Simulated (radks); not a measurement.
The numbers below are computed, except where a source is named.
Species: Bi27+. Configuration: [Kr] 4d10 4f10. Code: a radial shooting solver on a logarithmic mesh with Libxc functionals. Model: Dirac Kohn-Sham, BLYP, spin-unpolarised, spherical densities, finite nucleus; open shells fill j = l - 1/2 first; Fermi nuclear charge, rms radius 5.5211 fm.

Radial electron density D(r) = 4 pi r^2 rho(r):

```
   r/bohr * D(r) (the largest magnitude, 154, reaches the edge; | marks zero)
0.0006843 |  *
0.0008769 |   *
 0.001115 |     *
 0.001429 |       *
 0.001831 |          *
 0.002327 |              *
 0.002982 |                   *
 0.003791 |                        *
 0.004858 |                               *
 0.006176 |                                    *
 0.007914 |                                         *
  0.01014 |                                           *
  0.01289 |                                          *
  0.01652 |                                       *
    0.021 |                                      *
  0.02691 |                                        *
  0.03421 |                                               *
  0.04384 |                                                      *
  0.05618 |                                                     *
  0.07142 |                                              *
  0.09153 |                                            *
   0.1164 |                                                 *
   0.1491 |                                                  *
   0.1895 |                                      *
   0.2429 |                            *
   0.3113 |                               *
   0.3957 |                             *
   0.5071 |                *
   0.6446 |     *
    0.826 |*
     1.05 *
    1.346 *
```

D(r) has 4 maxima, at r = 0.0106, 0.0486, 0.135, 0.345 bohr, and minima at 0.0210, 0.0872, 0.251 bohr, inside which lie 2.05, 11.10, 30.19 electrons.
